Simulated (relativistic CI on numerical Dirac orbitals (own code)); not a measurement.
d3 in a ligand field

Computed with a parametric ligand-field model of a d^n configuration (Racah B and C, spin-orbit zeta, crystal field), exact diagonalisation.

Field parameters in Wybourne normalisation: Oh B⁴₀ = 21Dq, B⁴₄ = √(5/14) B⁴₀; Td as Oh with Dq negative (B⁴₀ = 21Dq, B⁴₄ = √(5/14) B⁴₀). The field is a parameter set, without covalency.

**Question.** Lowest levels for B = 350, C = 1630, ζ = 730 cm⁻¹, Oh, 10Dq = 15500 cm⁻¹?

**Answer.** Γ8 0 (S 1.50), Γ8 7543 (S 0.52), Γ8 7745 (S 0.51), Γ6 7979 (S 0.51), Γ8 12131 (S 0.54), Γ7 12239 (S 0.53), Γ7 15306 (S 1.49), Γ8 15508 (S 1.48), Γ8 15738 (S 1.49) cm⁻¹, with S from ⟨S²⟩ = S(S + 1). The ground level has 0.01 electrons in the cubic e pair.

**Question.** Lowest levels for B = 940, C = 3350, ζ = 750 cm⁻¹, Td, 10Dq = -11750 cm⁻¹?

**Answer.** Γ8 0 (S 1.48), Γ7 232 (S 1.50), Γ8 1033 (S 1.50), Γ6 1591 (S 1.50), Γ8 5824 (S 0.54), Γ7 10791 (S 1.49), Γ8 10802 (S 1.47), Γ6 11302 (S 1.49), Γ8 11401 (S 1.49) cm⁻¹, with S from ⟨S²⟩ = S(S + 1). The ground level has 1.95 electrons in the cubic e pair.

**Question.** Lowest levels for B = 810, C = 2960, ζ = 270 cm⁻¹, Oh, 10Dq = 35300 cm⁻¹?

**Answer.** Γ8 0 (S 1.50), Γ8 15165 (S 0.50), Γ8 15771 (S 0.50), Γ6 15826 (S 0.50), Γ8 24126 (S 0.50), Γ7 24239 (S 0.50), Γ7 35193 (S 1.50), Γ8 35262 (S 1.50), Γ8 35371 (S 1.50) cm⁻¹, with S from ⟨S²⟩ = S(S + 1). The ground level has 0.00 electrons in the cubic e pair.

**Question.** Lowest levels for B = 470, C = 1830, ζ = 2150 cm⁻¹, Oh, 10Dq = 39150 cm⁻¹?

**Answer.** Γ8 0 (S 1.48), Γ8 8909 (S 0.53), Γ8 9608 (S 0.51), Γ6 10059 (S 0.51), Γ7 15999 (S 0.51), Γ8 16744 (S 0.54), Γ7 38668 (S 1.49), Γ8 39097 (S 1.48), Γ8 39681 (S 1.47) cm⁻¹, with S from ⟨S²⟩ = S(S + 1). The ground level has 0.01 electrons in the cubic e pair.

**Question.** Lowest levels for B = 560, C = 2540, ζ = 500 cm⁻¹, Oh, 10Dq = 26850 cm⁻¹?

**Answer.** Γ8 0 (S 1.50), Γ8 12000 (S 0.50), Γ8 12368 (S 0.50), Γ6 12479 (S 0.50), Γ8 19073 (S 0.51), Γ7 19230 (S 0.50), Γ7 26669 (S 1.50), Γ8 26797 (S 1.50), Γ8 26990 (S 1.50) cm⁻¹, with S from ⟨S²⟩ = S(S + 1). The ground level has 0.00 electrons in the cubic e pair.
